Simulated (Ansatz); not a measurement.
`Cl[SiH2][SeH]` + `F[SiH](F)[AlH2]` → `F[SiH](F)[SeH]` + `[AlH2][SiH2]Cl`  (redistribution)

Isolated molecules relaxed with PBE0-D4/def2-TZVP in Ansatz; ΔE leaves out vibrations. CBS: MP2 limit from def2 TZ/QZ plus the TZ coupled-cluster correction, frozen cores. DFT in def2-TZVPP. For Se outer-core shells are correlated without core-valence functions, which leaves a few kJ/mol of doubt a bond. Scalar relativity is left out up to krypton. One conformer a species, not always the lowest.

`Cl[SiH2][SeH]`:

Cartesian coordinates in Å:
```
Cl 0.274 2.310 0.327
Si -0.165 0.398 -0.261
Se 0.834 -0.968 1.253
H -1.636 0.231 -0.262
H 0.372 0.193 -1.625
H 0.320 -2.164 0.569
```

`F[SiH](F)[AlH2]`:

```xyz
7

F     1.343    1.681   -0.166
Si    0.977    0.129   -0.314
F     1.932   -0.666    0.696
Al   -1.389   -0.220    0.347
H     1.411   -0.265   -1.681
H    -2.416   -0.845   -0.688
H    -1.858    0.185    1.806
```

`F[SiH](F)[SeH]`:

Z-matrix (Å, degrees):
```
Si
F 1 1.585
Se 1 2.247 2 111.4
F 1 1.585 2 105.4 3 120.9
H 1 1.472 2 109.5 3 -121.3
H 3 1.470 1 91.5 2 58.6
```

`[AlH2][SiH2]Cl`:

Z-matrix (Å, degrees):
```
Si
Cl 1 2.088
Al 1 2.457 2 101.6
H 1 1.488 2 106.6 3 -122.7
H 1 1.488 2 106.6 3 122.7
H 3 1.586 1 119.6 2 87.5
H 3 1.586 1 119.7 2 -88.0
```

```
         level  ΔE (kJ/mol)
        B97M-V        -23.5
          PBE0        -19.3
  MP2/def2-SVP        -21.6
MP2/def2-QZVPP        -17.8
```

(1) What does CCSD(T)/CBS give? (Best estimate.)

(2) What do rigid-rotor, harmonic-oscillator terms from PBE0-D4/def2-TZVP frequencies (298.15 K, 1 bar) make of the CCSD(T)/CBS value? (Estimate.)

Largest T1 diagnostic among the species: 0.012.

Answers

(1) Ansatz gave: -18.3 kJ/mol. The listed levels differ from it by -5.2, -1.0, -3.3, 0.5 kJ/mol.

(2) The calculation gave: ΔZPE = 0.0 kJ/mol, ΔH = -18.5 kJ/mol, ΔS = -7 J/(mol·K), ΔG = -16.5 kJ/mol. Modes under 50 cm⁻¹ make the entropy rough.

At CCSD(T), def2-SVP lies −3.5 kJ/mol from the extrapolated value and def2-TZVPP −1.2 kJ/mol. Leaving LDA and LC-ωPBE aside and taking each functional with its dispersion term where it has one, the values, not all of them listed here, spread over 7.0 kJ/mol, from B97M-V to BLYP-D4. LDA lies −3.5 kJ/mol from PBE without D4.
